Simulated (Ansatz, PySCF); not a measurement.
CF₂I, SMILES F[C](F)I (connectivity only; charge and spin as stated), charge +1, multiplicity 1. Atoms are numbered in the order given.

```xyz
4

F      0.0000     1.0531    -1.9028
C      0.0000     0.0000    -1.2271
F      0.0000    -1.0531    -1.9028
I      0.0000     0.0000     0.7718
```
Charge +1, spin multiplicity 1.

Geometry: PBE0-D3(BJ)/def2-SVP. The multiplicity is an assumed one; other spin states were not compared. The isomer is the one that the SMILES or the coordinates give; other isomers of the formula were not compared. The def2 effective core potentials stand for the cores of I; spin–orbit coupling is left out.

Two levels are set side by side: PBE-D3(BJ)/def2-SVP (Ansatz, a quantum-chemistry and plane-wave program) and PBE0-D3(BJ)/def2-SVP (Ansatz). Each level has its own optimised geometry; the coordinates shown are those of the second. Frequencies come from the Hessian of PySCF at each geometry. Differences are taken from unrounded values.

```json
[
 {"quantity": "mean bond length (Å)", "PBE0-D3(BJ)": "1.500"},
 {"quantity": "bond F1–C2 (Å)", "PBE0-D3(BJ)": "1.251"},
 {"quantity": "bond C2–F3 (Å)", "PBE0-D3(BJ)": "1.251"},
 {"quantity": "bond C2–I4 (Å)", "PBE0-D3(BJ)": "1.999"},
 {"quantity": "highest harmonic wavenumber (cm⁻¹)", "PBE0-D3(BJ)": "1551"},
 {"quantity": "mean harmonic wavenumber (cm⁻¹)", "PBE0-D3(BJ)": "824"},
 {"quantity": "zero-point energy (kcal/mol)", "PBE0-D3(BJ)": "7.07"}
]
```

**Question.** What does PBE-D3(BJ) give, and how far is it from PBE0-D3(BJ)? (An estimate is asked for; the answer gives what the named calculation found.)

**Answer.** 
```tsv
quantity	PBE-D3(BJ)	PBE-D3(BJ) minus PBE0-D3(BJ)
mean bond length (Å)	1.518	0.018
bond F1–C2 (Å)	1.270	0.019
bond C2–F3 (Å)	1.270	0.019
bond C2–I4 (Å)	2.014	0.016
highest harmonic wavenumber (cm⁻¹)	1457	-94
mean harmonic wavenumber (cm⁻¹)	780	-44
zero-point energy (kcal/mol)	6.69	-0.38
```

GGA bonds tend to be longer and softer than those of functionals with exact exchange. Differences between two approximate levels are no errors against the true value.
